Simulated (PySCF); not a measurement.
**A small calculation by hand: entropy of an ideal gas**

C4H5, SMILES C=C[C]=C (connectivity only; charge and spin as stated), charge +1, multiplicity 1.

Geometry: B3LYP-D3(BJ)/def2-SVP. The multiplicity is an assumed one; other spin states were not compared. The isomer is the one that the SMILES or the coordinates give; other isomers of the formula were not compared. Other conformers were not sampled.

B3LYP-D3(BJ)/def2-SVP (PySCF) gives the harmonic wavenumbers 213, 243, 381, 547, 577, 869, 871, 919, 981, 1101, 1119, 1278, 1290, 1418, 1583, 1973, 3079, 3144, 3163, 3166, 3261 cm⁻¹ and the rotational temperatures 1.8255, 0.2210, 0.2031 K. The molar mass is 53.08 g/mol, the symmetry number 1, the spin multiplicity 1.

Work out the entropy at 298.15 K and 1 atm in the rigid-rotor, harmonic-oscillator model.


Translation (Sackur–Tetrode at 1 atm): S = R[1.5 ln M + 2.5 ln T − 1.16487] = 158.3 J/(mol K).
Rotation: q = (√π/σ) T^1.5/√(θA θB θC) = 31900, S = R[ln q + 3/2] = 98.7 J/(mol K).
Vibration: with u = 1.4388 ν/T, each mode gives R[u/(e^u − 1) − ln(1 − e^−u)]:
```json
[
 {"ν (cm⁻¹)": "213", "modes": "1", "u": "1.03", "S (J/(mol K))": "8.44"},
 {"ν (cm⁻¹)": "243", "modes": "1", "u": "1.17", "S (J/(mol K))": "7.45"},
 {"ν (cm⁻¹)": "381", "modes": "1", "u": "1.84", "S (J/(mol K))": "4.33"},
 {"ν (cm⁻¹)": "547", "modes": "1", "u": "2.64", "S (J/(mol K))": "2.30"},
 {"ν (cm⁻¹)": "577", "modes": "1", "u": "2.78", "S (J/(mol K))": "2.05"},
 {"ν (cm⁻¹)": "869", "modes": "1", "u": "4.19", "S (J/(mol K))": "0.66"},
 {"ν (cm⁻¹)": "871", "modes": "1", "u": "4.20", "S (J/(mol K))": "0.66"},
 {"ν (cm⁻¹)": "919", "modes": "1", "u": "4.43", "S (J/(mol K))": "0.54"},
 {"ν (cm⁻¹)": "981", "modes": "1", "u": "4.73", "S (J/(mol K))": "0.42"},
 {"ν (cm⁻¹)": "1101", "modes": "1", "u": "5.31", "S (J/(mol K))": "0.26"},
 {"ν (cm⁻¹)": "1119", "modes": "1", "u": "5.40", "S (J/(mol K))": "0.24"},
 {"ν (cm⁻¹)": "1278", "modes": "1", "u": "6.17", "S (J/(mol K))": "0.13"},
 {"ν (cm⁻¹)": "1290", "modes": "1", "u": "6.23", "S (J/(mol K))": "0.12"},
 {"ν (cm⁻¹)": "1418", "modes": "1", "u": "6.84", "S (J/(mol K))": "0.07"},
 {"ν (cm⁻¹)": "1583", "modes": "1", "u": "7.64", "S (J/(mol K))": "0.03"},
 {"ν (cm⁻¹)": "1973", "modes": "1", "u": "9.52", "S (J/(mol K))": "0.01"}
]
```
The stiffer modes add less than 0.005 each. Sum 27.7 J/(mol K).
Spin: R ln 1 = 0.0 J/(mol K).
Total 284.7 J/(mol K); the program's own thermochemistry gives 284.7. Translation makes up 56 % and vibration 10 %. Anharmonicity, hindered rotation and orbital degeneracy are left out.
